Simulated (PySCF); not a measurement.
PySCF input for Si(F)(H)(SiH3)2 (FH₇Si₃), SMILES [SiH3][SiH]([SiH3])F, KT2/pcSseg-1. Geometry: PBE0-D3(BJ)/def2-SVP. The structure was generated by enumeration, and PubChem lists no compound with its InChIKey, so it may never have been made.

```python
import numpy as np
from pyscf import gto, scf, dft
from pyscf.prop.nmr import rks as nmr

mol = gto.M(
    atom='''
    Si   -0.43003318    0.51569267    0.00000000
    F     0.42112340    1.91627473    0.00000000
    Si    0.10169458   -0.69598604   -1.93763874
    Si    0.10169457   -0.69598605    1.93763873
    H    -1.88447593    0.86664826    0.00000000
    H    -0.20803551    0.08767397   -3.17158084
    H    -0.71022857   -1.95317697   -1.93565399
    H     1.55195491   -1.05710141   -1.93177888
    H    -0.20803550    0.08767396    3.17158084
    H    -0.71022856   -1.95317698    1.93565400
    H     1.55195491   -1.05710141    1.93177888
    ''',
    basis='pcSseg-1',
    charge=0,
    spin=0,
    max_memory=1600,
    verbose=3,
)
mf = dft.RKS(mol, xc='kt2')
mf.grids.level = 3
mf.conv_tol = 1e-10
mf.max_cycle = 100
mf.kernel()
n = nmr.NMR(mf)
n.verbose = 2
n.max_cycle_cphf = 60
sigma = n.kernel()
print('atom   isotropic/ppm   span/ppm')
for i, s in enumerate(sigma):
    w = np.linalg.eigvalsh((s + s.T) / 2)
    print(f'{mol.atom_symbol(i):2s}{i + 1:3d} {w.mean():14.3f} {w[2] - w[0]:11.3f}')
```

Output:

```
converged SCF energy = -981.425093605172
atom   isotropic/ppm   span/ppm
Si  1        329.445     254.804
F   2        426.936     125.559
Si  3        469.273      17.392
Si  4        469.273      17.392
H   5         24.790       5.254
H   6         27.350       8.539
H   7         27.838       7.554
H   8         27.507       7.621
H   9         27.350       8.539
H  10         27.838       7.554
H  11         27.507       7.621
```

The calculation finished and met its thresholds.
